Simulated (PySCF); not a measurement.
C2H8AlNO2

C2H8AlNO2 is a small molecule, neutral, singlet. The structure, one conformer, was relaxed in the gas phase by PBE0-D3(BJ)/def2-SVP. No frequency run checks that it is a minimum.

SMILES: C[N](C)[Al]([OH])[OH]

```xyz
14

O    -0.819   -2.502    0.661
Al    0.349   -1.295    0.399
O     1.995   -1.655    0.622
N    -0.054    0.358   -0.106
C    -1.392    0.834   -0.327
C     0.959    1.357   -0.336
H    -1.768   -2.424    0.570
H     2.319   -2.511    0.904
H    -1.548    1.184   -1.368
H    -1.651    1.684    0.337
H    -2.131    0.039   -0.138
H     0.939    1.737   -1.378
H     0.834    2.237    0.327
H     1.962    0.942   -0.153
```
(Å; atoms numbered from 1)

Shieldings: GIAO PBE0/pcSseg-1. Shifts are against computed references at the same level: C TMS (σ 184.4 ppm), H TMS (σ 31.27 ppm). Core levels by delta-SCF with SCAN, pcX-2 on the ionised atom and pcseg-1 elsewhere, spin-free X2C (2p3/2 is the spin-free 2p value less a third of a first-order spin-orbit splitting); from the vacuum level, for chosen atoms.

Q: Give the shieldings and core levels atom by atom.

A: 
```csv
atoms,bonded to,σ (ppm),δ (ppm),core level (eV)
O1,1 Al + 1 H,329.6,-,1s 537.94
Al2,1 N + 2 O,455.0,-,2p3/2 80.16
O3,1 Al + 1 H,336.7,-,1s 537.90
N4,1 Al + 2 C,243.2,-,1s 403.93
C5,1 N + 3 H,143.5,40.9,1s 291.47
C6,1 N + 3 H,143.9,40.5,-
H7,1 O,30.15,1.12,-
H8,1 O,30.34,0.92,-
H9 H10 H11,1 C,28.83,2.44,-
H12 H13 H14,1 C,28.63,2.64,-
```

Values are those of this one static structure, with the three H of a rotating XH3 group averaged; atoms that internal rotation interchanges would show their mean in an NMR spectrum.

Q: By CAM-B3LYP/def2-SVPD (TDDFT singlets, Tamm-Dancoff triplets, ionisation by delta-SCF), where does absorption start, and what does vertical ionisation take?

A: The lowest singlet lies at 4.90 eV (f 0.003), the strongest of the first 6 at 6.58 eV (f 0.127), the lowest triplet at 4.69 eV; vertical ionisation takes 8.42 eV.

The 3 runs behind this took 110 s in all, one thread each of Arm Neoverse V1 on a shared host, launched as `OMP_NUM_THREADS=1 python cluster_run.py task.json out`.
